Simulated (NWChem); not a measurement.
System: SiBrCl3; SMILES Cl[Si](Cl)(Cl)Br

Here is an NWChem input.

```
start job
memory heap 200 mb stack 900 mb global 1100 mb
geometry units angstroms noautosym nocenter noautoz
  Cl    -1.764248    -0.754844     1.100536
  Si     0.000000     0.000000     0.412282
  Cl     1.535838    -1.150462     1.100536
  Cl     0.228410     1.905306     1.100536
  Br     0.000000     0.000000    -1.781453
end
basis spherical
  * library cc-pvtz
end
dft
  xc pbe0
  iterations 150
  semidirect filesize 400000000
end
property
  efieldgrad
end
task dft property
```

Coordinates come from a PBE0/def2-SVP optimisation.

Vzz is the largest principal value of the second derivative of the potential at the nucleus (NWChem prints the opposite sign); η is the asymmetry. Non-relativistic.

Atoms are numbered as in the input.

Problem. Predict the main results of this run. (PBE0/cc-pVTZ.) Quantities: Vzz Cl4 (a.u.); η Cl4; Vzz Br5 (a.u.); η Br5.

Solution. Vzz Cl4 (a.u.): 2.185
η Cl4: 0.00
Vzz Br5 (a.u.): 4.623
η Br5: 0.00
